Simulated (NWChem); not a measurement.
System: cyclopentasilane (Si5H10); SMILES [SiH2]1[SiH2][SiH2][SiH2][SiH2]1

Input file for NWChem:

```
start job
memory heap 200 mb stack 900 mb global 1100 mb
geometry units angstroms noautoz
  Si     1.721370     0.924105    -0.344453
  Si    -0.342270     1.947176     0.193892
  Si    -1.978331     0.236209     0.017216
  Si    -0.794365    -1.805422    -0.226279
  Si     1.442947    -1.313468     0.358767
  H      1.912987     0.948715    -1.824633
  H      2.890767     1.604688     0.281559
  H     -0.648657     3.113826    -0.682673
  H     -0.296158     2.437785     1.602480
  H     -2.873193     0.467797    -1.153245
  H     -2.833043     0.209700     1.239323
  H     -0.842760    -2.231372    -1.655804
  H     -1.380106    -2.903362     0.595051
  H      1.592006    -1.381030     1.842538
  H      2.427767    -2.255227    -0.245966
end
basis spherical
  * library 6-31+g*
end
dft
  xc hfexch
  iterations 150
  vectors input atomic output neutral.movecs
end
task dft energy
charge 1
dft
  odft
  mult 2
  vectors input atomic output cation.movecs
end
task dft energy
charge -1
dft
  odft
  mult 2
  vectors input atomic output anion.movecs
end
task dft energy
```

Structure relaxed at the B3LYP/6-31G* (spherical d) level.

Ions are spin-unrestricted doublets at the neutral geometry; other ion states weren't tried.

Problem. Predict the main results of this run. (Hartree-Fock/6-31+G* (spherical d), vertical spin-unrestricted ions.) Quantities: vertical ionisation energy, ΔSCF (eV); −ε(HOMO) (eV).

Solution. vertical ionisation energy, ΔSCF (eV): 8.95
−ε(HOMO) (eV): 10.00
